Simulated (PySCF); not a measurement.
Isomers of C5H11B, from PBE0-D3(BJ)/def2-SVP geometry optimisation, gas phase in PySCF. One conformer each, no zero-point energy, no frequencies.

Task: Which isomer lies lower at this level?
A. `[BH:1]1[CH2:2][CH2:3][CH2:4][CH2:5][CH2:6]1` with C6–B1–C2–C3 19°, B1–C2–C3–C4 -38°, C2–C3–C4–C5 60°, C3–C4–C5–C6 -60°: A = 4504, B = 4161, C = 2399 MHz, dipole 0.49 D
B. `[BH2:1][C@H:2]([CH3:3])[CH2:4][CH:5]=[CH2:6]` with H–B1–C2–C3 -30° and 156°, B1–C2–C4–C5 -56°, C2–C4–C5–C6 123°: A = 7040, B = 1958, C = 1670 MHz, dipole 0.79 D

Result: A. That is `B1CCCCC1`, 39.9 kcal/mol below the other.

| SMILES | mapped SMILES | E (Eh) | relative (kcal/mol) | relative (kJ/mol) | dipole (D) |
| --- | --- | --- | --- | --- | --- |
| B1CCCCC1 | [BH:1]1[CH2:2][CH2:3][CH2:4][CH2:5][CH2:6]1 | -221.58130 | 0.0 | 0.0 | 0.49 |
| B[C@H](C)CC=C | [BH2:1][C@H:2]([CH3:3])[CH2:4][CH:5]=[CH2:6] | -221.51772 | 39.9 | 166.9 | 0.79 |

As drawn, the higher has a C=C bond outside aromatic rings, which the lower lacks.
